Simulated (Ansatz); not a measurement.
System: CH5BN, charge 0, doublet. CH5BN (SMILES N(C)[BH], doublet).
B3LYP-D3(BJ)/def2-TZVP minimum from Ansatz (an electronic-structure program):
```
N
H 1 1.0142
B 1 1.3718 2 119.71
C 1 1.4583 2 113.25 3 180.00
H 4 1.0882 1 108.81 2 -180.00
H 4 1.0927 5 108.68 1 121.06
H 4 1.0927 5 108.68 6 117.89
H 3 1.1912 1 125.52 2 0.00
```
Charge 0, spin multiplicity 2.

Wanted: atomisation energy (electronic, to ground-state atoms), in kcal/mol. Radicals and triplets start from unrestricted determinants; spin-orbit coupling is neglected. CBS(X,Y): correlation extrapolated as X^-3, Hartree-Fock from the larger set. A bracket is a step between two methods taken in the basis named. The functionals are non-relativistic, so their misses hold any scalar relativity. 'core' is core correlation in cc-pwCVTZ, 'X2C' scalar relativity in cc-pVTZ-DK, both at CCSD(T). For partners of very few electrons the exact lower level stands in for a higher one.

CCSD(T)/CBS(cc-pVTZ,cc-pVQZ) + [CCSDT(Q) - CCSD(T)]/cc-pVDZ + core + X2C (Ansatz) gives 677.9 kcal/mol.

### Question
What does PBE/def2-TZVPD (Ansatz) give here, and how do the other levels compare?

### Answer
PBE gives 693.5 kcal/mol, 15.6 kcal/mol above it. Differences of the others: B3LYP/def2-TZVPD (Ansatz) 3.0; CCSD(T)/CBS(cc-pVTZ,cc-pVQZ) + core + X2C (Ansatz) -0.5 kcal/mol. Nearer than PBE: B3LYP/def2-TZVPD, CCSD(T)/CBS(cc-pVTZ,cc-pVQZ) + core + X2C.
